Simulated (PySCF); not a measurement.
**Simulated characterisation data**

- PBE0/pcSseg-1 with gauge-including orbitals
- coordinates at the GFN2-xTB level
- code: PySCF
- one computed conformer, isolated molecule, non-relativistic, fast rotation and ring inversion assumed for equivalent nuclei

Shifts are taken against calculated references (same method and geometry level): 1H (σref 31.72) and 13C (σref 186.93) vs TMS. Splittings of carbon signals by F and P are missing where no couplings were computed. Where no couplings were computed, multiplicities follow the n + 1 count of equivalent neighbours, and m marks all less simple cases (inequivalent or close neighbours, rings, F or P nearby). Shifts are as computed. Against solution values, carbons near 30 ppm lie about +3 ppm off and those near 130 ppm about +5 ppm. Of 1211 compounds with measured shifts, 218 miss one by over three times the rms of a fit or turn the order of signals round; such compounds aren't used in these exercises.

Compound 1 (C₈H₁₁PSi). 1H NMR (400 MHz, computed): δ 7.60 (m, 2H), 7.43 (m, 2H), 3.50 (m, 3H), 3.26 (m, 4H). 13C{1H} NMR (computed): δ 148.6, 132.0, 131.6, 33.3. Structure: SMILES [SiH3]P1Cc2ccccc2C1.

Compound 2 (C₂H₁₂O₂Si₄). 1H NMR (400 MHz, computed): δ 5.30 (s, 3H), 4.71 (m, 1H), 4.57 (m, 1H), 4.48 (m, 1H), 4.48 (m, 1H), 4.39 (m, 1H), 4.07 (m, 1H), 3.63 (m, 1H), 0.09 (m, 1H), -0.30 (m, 1H). 13C{1H} NMR (computed): δ 53.9 (CH2), -7.7 (CH2). Structure: `[SiH3]O[Si@@H]1C[SiH2][SiH2]CO1`.

Compound 3 (C₆H₇O₃P). 1H NMR (400 MHz, computed): δ 8.45 (m, 1H), 4.25 (s, 3H), 2.87 (m, 3H). 13C{1H} NMR (computed): δ 209.8, 163.2, 157.5, 147.0, 51.0, 22.5. Structure: SMILES COC(=O)c1cpc(C)o1.

Compound 4 (C₄H₁₀OSi₃). 1H NMR (400 MHz, computed): δ 10.00 (s, 1H), 8.19 (d, 1H), 5.25 (m, 1H), 4.79 (m, 1H), 3.74 (d, 3H), 0.50 (d, 3H). 13C{1H} NMR (computed): δ 199.0, 180.6, 173.9, -1.9. Structure: `C[Si@@H]1C=C(C=O)[Si@@H]1[SiH3]`.
